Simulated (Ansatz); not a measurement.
Which is lower?

The two ends of one reaction step of SiN$_{2}$H$_{8}$Cl$_{2}$, closed shell (PBE0-D4/def2-TZVP).

A:

Si1  (-0.449, 1.055, 1.091)
H2  (-1.052, -0.147, 1.687)
Cl3  (-1.967, 0.973, -0.598)
Cl4  (1.219, 1.050, 2.547)
H5  (-0.784, 2.463, 1.346)
H6  (0.670, -0.260, -0.582)
N7  (0.816, 0.740, -0.256)
H8  (-0.022, -2.517, -0.282)
N9  (-0.037, -1.816, -1.014)
H10  (0.629, 1.342, -1.054)
H11  (1.760, 0.873, 0.097)
H12  (0.212, -2.274, -1.882)
H13  (-0.995, -1.482, -1.099)
(Å)

B:

Si1  (-0.332, 1.794, 0.768)
H2  (-0.136, -1.925, 1.826)
Cl3  (-2.121, 0.809, 0.559)
Cl4  (0.481, 1.104, 2.537)
H5  (-0.573, 3.233, 0.975)
H6  (0.191, -1.637, -2.430)
N7  (0.578, 1.502, -0.613)
H8  (-0.224, -2.656, 1.697)
N9  (0.185, -1.358, -1.456)
H10  (1.415, 2.034, -0.789)
H11  (0.607, 0.556, -1.003)
H12  (0.706, -2.053, -0.936)
H13  (-0.775, -1.404, -1.134)
(Å)

Program: Ansatz 0.2.0. Basis: def2-TZVPP. Cores are frozen in the correlated methods. B3LYP uses VWN-RPA correlation.

(1) Which structure is lower at CCSD(T), and by how much? (To be estimated.)

(2) Do the other methods give the same order? (A judgement: the text doesn't fix the answer.)

The T1 diagnostic stays at or below 0.009.

## Answers

(1) Computed: B, by 0.269 eV (electronic energy, against the other). By their contacts, A is a complex of SiNH₅Cl₂ ([NH3][SiH2]([Cl])[Cl]) + NH₃ and B is a complex of SiNH₃Cl₂ ([NH2][SiH]([Cl])[Cl]) + NH₃ + H₂.

(2) By the calculation: Not all: SPW92 gives the other order.

```json
{"method": "SPW92", "E(B) − E(A) (eV)": "0.233"}
{"method": "PBE-D4", "E(B) − E(A) (eV)": "-0.119"}
{"method": "BLYP-D4", "E(B) − E(A) (eV)": "-0.280"}
{"method": "r2SCAN-D4", "E(B) − E(A) (eV)": "-0.191"}
{"method": "B97M-V", "E(B) − E(A) (eV)": "-0.272"}
{"method": "PBE0-D4", "E(B) − E(A) (eV)": "-0.112"}
{"method": "B3LYP-D4", "E(B) − E(A) (eV)": "-0.261"}
{"method": "r2SCAN0-D4", "E(B) − E(A) (eV)": "-0.168"}
{"method": "BHLYP-D4", "E(B) − E(A) (eV)": "-0.261"}
{"method": "CAM-B3LYP-D4", "E(B) − E(A) (eV)": "-0.235"}
{"method": "wB97X-V", "E(B) − E(A) (eV)": "-0.221"}
{"method": "wB97M-V", "E(B) − E(A) (eV)": "-0.221"}
{"method": "B2PLYP", "E(B) − E(A) (eV)": "-0.299"}
{"method": "PBE-QIDH", "E(B) − E(A) (eV)": "-0.162"}
{"method": "RPA on PBE", "E(B) − E(A) (eV)": "-0.310"}
{"method": "HF", "E(B) − E(A) (eV)": "-0.502"}
{"method": "MP2", "E(B) − E(A) (eV)": "-0.290"}
{"method": "CCSD", "E(B) − E(A) (eV)": "-0.290"}
{"method": "CCSD(T)", "E(B) − E(A) (eV)": "-0.269"}
```

Labels in which every atom is bracketed show which atoms are joined, not bond orders.

For scale, one of the runs: CCSD(T)/def2-TZVPP, 300 basis functions, launched by `ansatz run in.yaml --threads 8 --pin off --events-out ev --progress --plain --max-ram 19148MiB`. Time: 3.9 min of wall clock on 8 CPU threads of an Intel Xeon; the host was shared. Peak host memory: 9.4 GiB.
